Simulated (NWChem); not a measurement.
# Basis-set convergence for CH₄Si

```xyz
6

Si    -0.5321     0.5531     0.0000
H      0.6128     1.6038     0.0000
C      0.6660    -0.9418     0.0000
H      0.1579    -1.9261     0.0000
H      1.3417    -0.8851     0.8844
H      1.3417    -0.8851    -0.8844
```
Charge 0, spin multiplicity 1.

Program: NWChem. Structure: optimised with PBE/def2-SVP, a minimum by its harmonic frequencies.

Quantity: LUMO energy at the level B3LYP.

B3LYP has NWChem's definition, with VWN1-RPA local correlation. The Pople sets run with spherical d functions. The structure started from a generated list of species.

```
basis        functions  LUMO energy (eV)
-----------  ---------  ----------------
STO-3G              18               [?]
3-21G               30             -2.74
6-31G*              40               [?]
6-31+G*             48               [?]
def2-SVP            52             -2.69
cc-pVDZ             52             -2.69
def2-SVPD           76             -2.75
aug-cc-pVDZ         86             -2.83
def2-TZVP           92             -2.77
cc-pVTZ            120             -2.76
```

Problem. Some entries are withheld; supply them.

Solution. 
- STO-3G, LUMO energy (eV): 1.26
- 6-31G*, LUMO energy (eV): -2.67
- 6-31+G*, LUMO energy (eV): -2.81
